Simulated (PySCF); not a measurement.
# Ionisation energy of Pt(2+) by level of theory

Pt(2+) [Xe] 4f14 5d8 (3F) → Pt(3+) [Xe] 4f14 5d7 (4F), as a difference of total energies. All numbers are calculated (PySCF 2.14, scalar relativity by spin-free X2C-1e, in ANO-RCC-VTZP (8s7p5d3f1g, 84 functions)). Correlated levels: valence and next inner shell: [Kr] 4d10 4f14 frozen. The calculations carry no spin-orbit coupling.

```
                                method  ionisation energy (eV)
                                   UHF                  29.166
    MP2 (valence and next inner shell)                  30.729
SCS-MP2 (valence and next inner shell)                  30.625
   CCSD (valence and next inner shell)                  30.555
CCSD(T) (valence and next inner shell)                  30.634
```

How much does correlation contribute at CCSD(T) (valence and next inner shell)?

30.634 − (29.166) = 1.468 eV, measured against UHF.

A first-order spin-orbit estimate (lowest level to lowest level, LS coupling) adds -0.079 eV.

Errors of the correlated levels include the incompleteness of this basis and the frozen core.

For comparison: 29 ± 1.6 eV (theoretical estimate listed by NIST; NIST Atomic Spectra Database, ionization energies).
